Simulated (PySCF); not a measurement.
Molecule: C4H5OSi, charge 0, multiplicity 2. It need not be the lowest isomer of its formula. SMILES: [SiH3]c1cc[c]o1
Coordinates optimised at B3LYP-D3(BJ)/def2-TZVP (Ansatz):
```xyz
11

Si     1.9815     0.2263     0.1340
C      0.1362     0.0973     0.0052
C     -0.8684     1.0130    -0.1137
C     -2.1222     0.3140    -0.1710
C     -1.7554    -0.9858    -0.0800
O     -0.4551    -1.1803     0.0249
H      2.6441    -0.4737    -0.9897
H      2.2948     1.6716     0.0856
H      2.4686    -0.3554     1.4053
H     -0.7355     2.0822    -0.1567
H     -3.1131     0.7191    -0.2637
```
Charge 0, spin multiplicity 2.

Dispersion corrections to the total energy (kcal/mol) from the dftd3 and dftd4 libraries through PySCF: D3(BJ) without and D4 with the three-body term, each with the damping fitted for the functional named.

| functional | D3(BJ) | D4 |
|---|---|---|
| BP86 | ___ | -8.42 |
| HF | -49.82 | -23.06 |
| BHLYP | -8.49 | -7.49 |
| B2PLYP | ___ | -4.39 |
| PBE | -6.04 | -6.28 |
| B3LYP | -10.71 | -10.13 |
| LC-wPBE | ___ | -6.98 |

**Question.** Complete the blanks.

**Answer.** 
- BP86, D3(BJ): -9.91
- B2PLYP, D3(BJ): -5.04
- LC-wPBE, D3(BJ): -5.83
